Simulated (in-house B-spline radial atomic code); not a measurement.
The numbers below are computed, except where a source is named.
Making a Troullier-Martins s channel for Cu, r_c = 0.87 bohr

Cu, [Ar] 3d10 4s1, non-relativistic LDA (VWN5), spherical and spin-unpolarised, from an all-electron radial atomic-structure program (B-spline basis) (atomic units). The all-electron 3s level is ε = -4.057453 hartree, its outermost node lies just inside 0.30 bohr and its outer maximum at 0.62 bohr.

Inside r_c the pseudo-orbital is u(r) = r^1 exp(p(r)), with p = c0 + c2 r² + c4 r⁴ + … + c12 r¹². The seven coefficients follow from p and its first four derivatives at r_c, from zero curvature of the screened potential at the origin, c4 = −c2²/(2l + 5), and from the norm inside r_c. At r_c the all-electron orbital has P = 1.032702, P' = -1.664105, the screened potential V = -4.491483, V' = 12.65122, V'' = -48.41275, and the norm inside is Q = 0.7391863.

Question: What are p, p' and p'' at r_c?

Answer: p = ln(P/r_c^1) = ln(1.032702/0.87) = 0.17144. p' = P'/P − 1/r_c = -1.61141 − 1.14943 = -2.76083. The radial equation gives p'' = 2(V − ε) − 2(1) p'/r_c − p'² = -0.86806 − (-6.34674) − 7.62220 = -2.14352. Differentiating, p''' = 2V' + 2(1)p'/r_c² − 2(1)p''/r_c − 2p'p'' = 11.099, and p'''' = 2V'' − 4(1)p'/r_c³ + 4(1)p''/r_c² − 2(1)p'''/r_c − 2p''² − 2p'p''' = -64.802.

For a trial c2 the five matching conditions are linear in c0, c6, c8, c10 and c12, and c2 is varied until the norm inside r_c equals Q. The root nearest zero gives:

```json
{"n": "0", "c_n": "0.6191912"}
{"n": "2", "c_n": "1.490695"}
{"n": "4", "c_n": "-0.4444343"}
{"n": "6", "c_n": "-15.96718"}
{"n": "8", "c_n": "31.69289"}
{"n": "10", "c_n": "-24.72074"}
{"n": "12", "c_n": "7.13484"}
```

Question: Check c4 and p(r_c), and find the screened pseudopotential at the origin.

Answer: −c2²/5 = -0.444434, as listed. The terms c_n r_c^n are 0.61919, 1.12831, -0.25462, -6.92379, 10.40198, -6.14121, 1.34158, which sum to 0.17144. Inverting the radial equation, V_l(r) = ε + 1 p'/r + (p'' + p'²)/2, so V_l(0) = ε + (2l + 3) c2 = -4.057453 + 3 × (1.4907) = 0.4146 hartree, finite where the all-electron potential diverges.

Orbitals and screened potentials:

```
r (bohr)        P       u  V all-electron  V pseudo
   0.087  -0.2267  0.1634          -244.4    0.3955
   0.218  -0.5342  0.4335          -68.08   -0.2642
   0.348   0.4193  0.7524          -31.57    -3.105
   0.479    1.105   1.086          -17.32     -7.89
   0.609    1.311   1.278          -10.42    -10.23
   0.739     1.23   1.228          -6.665    -7.472
    0.87    1.033   1.033          -4.491    -4.491
```

Logarithmic derivatives P'/P at R = 1.17 bohr, for energies E around ε:

| E − ε (hartree) | all-electron | pseudo |
| --- | --- | --- |
| -0.5 | -0.317543 | -0.321125 |
| -0.25 | -1.09187 | -1.09326 |
| -0.1 | -1.7188 | -1.7191 |
| 0 | -2.24002 | -2.24002 |
| 0.1 | -2.87798 | -2.87846 |
| 0.25 | -4.16371 | -4.16832 |
| 0.5 | -8.16525 | -8.21313 |

Question: With P(R) = 0.5702198 and a norm of 0.9322572 inside R, what slope in energy does norm conservation fix?

Answer: d(P'/P)/dE = −2 × (norm inside R)/P(R)² = -5.7343 per hartree·bohr at E = ε, for both atoms, since orbital and norm agree at R. Differences over ±0.1 hartree give -5.7959 (all-electron) and -5.7968 (pseudo), which also hold third-order terms. Half a hartree below ε the two curves differ by -0.0036.
